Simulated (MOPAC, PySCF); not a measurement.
H3GaS3, SMILES `[SH][Ga]([SH])[SH]`, neutral singlet in the gas phase. 

Z-matrix (Å, degrees):
```
Ga
S 1 2.2090
H 2 1.3441 1 93.71
S 1 2.2115 2 117.02 3 179.68
H 4 1.3438 1 94.27 2 179.46
S 1 2.2145 2 119.33 3 -0.30
H 6 1.3438 1 94.66 2 179.30
```
Charge 0, spin multiplicity 1.

All levels are single points at this geometry (B3LYP-D3(BJ)/def2-TZVP); Pople sets use spherical d functions. Orbital energies aren't observables, and empty levels follow the basis.

| level | HOMO (eV) | LUMO (eV) | gap (eV) | dipole (D) | vertical IE, Delta-SCF (eV) |
|---|---|---|---|---|---|
| TPSSh-D3(BJ)/def2-TZVP in PySCF | -7.03 | -1.49 | 5.53 | 1.51 | – |
| B3LYP/3-21G in PySCF | -7.52 | -1.56 | 5.97 | 2.36 | – |
| B3LYP/6-311+G** (LANL2DZ on Ga) in PySCF | -7.47 | -1.50 | 5.97 | 1.81 | – |
| BP86/6-31G* in PySCF | -6.47 | -2.14 | 4.33 | 1.86 | – |
| M06-2X/6-31G* in PySCF | -8.76 | -0.28 | 8.48 | 1.92 | – |
| HF/STO-3G in PySCF | -6.93 | 5.48 | 12.41 | 1.42 | – |
| AM1 in MOPAC | -9.88 | -2.59 | 7.29 | 2.30 | – |
| PM6 in MOPAC | -9.54 | -1.50 | 8.04 | 1.60 | – |
| PM7 in MOPAC | -9.69 | -1.38 | 8.31 | 2.38 | – |
